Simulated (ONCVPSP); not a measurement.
platinum (Pt), ONCV: configuration errors across variants

| Property | Result |
| --- | --- |
| Element | platinum (Pt) |
| Generator | ONCVPSP 4.0.1 |
| Type | optimised norm-conserving Vanderbilt (ONCV) |
| Functional | PBE |
| Relativity | scalar-relativistic |
| Frozen core | [Kr] 4d10 4f14 |
| Valence charge | 18 |
| Reference configuration | 5s2 5p6 5d8 (charge +2) |
| Partial waves | 5s: rc 1.30 bohr, ncon 4, nbas 7, qcut 8.9 1/bohr, 2 projectors, debl 3.5 Ha; 5p: rc 1.90 bohr, ncon 4, nbas 7, qcut 7.4 1/bohr, 2 projectors, debl 2.9 Ha; 5d: rc 1.40 bohr, ncon 4, nbas 7, qcut 7.2 1/bohr, 2 projectors, debl 0.6 Ha |
| Local potential | polynomial inside 1.10 bohr (lpopt 5, dvloc0 3 Ha) |
| Core correction | none |

In the s channel the program set the typed energies aside and used -4.512, 0.250 Ha. In the p channel the program set the typed energies aside and used -2.824, 0.050 Ha. In the d channel the program set the typed energies aside and used -0.951, 0.250 Ha.

All-electron excitation energies from the reference (eV): (1) 5s2 5p6 5d9 6s1 -29.160; (2) 5s2 5p6 5d9 -19.966; (3) 5s2 5p6 5d7 32.217; (4) 5s2 5p6 5d8 6s1 -17.993.

2 further variants failed, have other tests or too few solved ones, and are left out.

Errors AE − PS in meV (a dash: test not solved or not reliable):

```tsv
change	(1)	(2)	(3)	(4)	bound ghosts	GHOST(+) flags above zero
base	+7.9	+2.0	-7.2	+6.8	none	s
s: rc 1.32	+7.9	+2.0	-7.3	+6.7	none	s
s: rc 1.7	+8.9	+1.9	-7.4	+7.2	none	s
s: rc 1.84	+10	+1.9	-7.4	+8.3	none	s
```

Give the same row for: s: rc 1.48.

+8.1, +2.0, -7.3, +6.6; bound ghosts: none; GHOST(+) flags above zero: s.
